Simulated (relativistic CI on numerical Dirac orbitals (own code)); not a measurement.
# Sensitivity of the levels of Hg7+ to α and to the nuclear radius

Computed by Dirac-Coulomb-Breit CI, separate exchange-only KLI orbitals for each configuration, derivatives by finite differences, unscaled Slater integrals, QED left out (own radial code, finite nucleus).

Configurations in the expansion (outside the closed core [Kr] 4d10 4f14 5p6): 5s2 5d5, 5s2 5d4 6s, 5s2 5d4 5f, 5s2 5d3 6s2, 5s2 5d3 6p2, 5s 5d6, 5d7. Levels of other configurations are missing.

With x = (α/α₀)² − 1 an excitation energy changes as ω = ω₀ + qx; K = 2q/ω₀ is the relative enhancement. Terms are leading LS components, so labels can repeat. The field-shift factor is F = δν/δ⟨r²⟩ for the transition from the lowest level.

Lowest level 5s2 5d5 6S_5/2.

```
          Level  ω₀ (cm⁻¹)  q (cm⁻¹)         K  F (GHz/fm²)
 5s2 5d5 4G_5/2    22508.3    -10030    -0.891        0.175
 5s2 5d5 4G_7/2    32329.6     628.8    0.0389         1.08
 5s2 5d5 4D_3/2    33145.9      -144  -0.00869         1.29
5s2 5d5 4G_11/2    34546.7      2837     0.164         1.04
 5s2 5d5 4G_5/2    35638.0      6789     0.381         1.68
 5s2 5d5 4G_9/2    36579.6      5767     0.315         1.41
 5s2 5d5 4P_1/2    38627.7      4844     0.251         2.13
 5s2 5d5 4D_7/2    44789.6     10530      0.47         2.34
 5s2 5d5 2D_5/2    46757.2      7634     0.327          2.9
5s2 5d5 2I_11/2    51630.6     13080     0.507         2.12
 5s2 5d5 4D_1/2    51872.5     18010     0.694         3.59
 5s2 5d5 2F_7/2    52220.1      4936     0.189         1.32
 5s2 5d5 4D_3/2    53076.3     13780     0.519         3.82
```

At this charge configurations can still be misplaced by up to about 7 % of their energy. Terms inside the open d or f shell come out 10 to 20 % too wide with unscaled integrals. Levels and lines within the n = 5 or 6 shells can be off by up to 10 % or somewhat more, and those that change n by about 2 %, since core polarisation is missing.
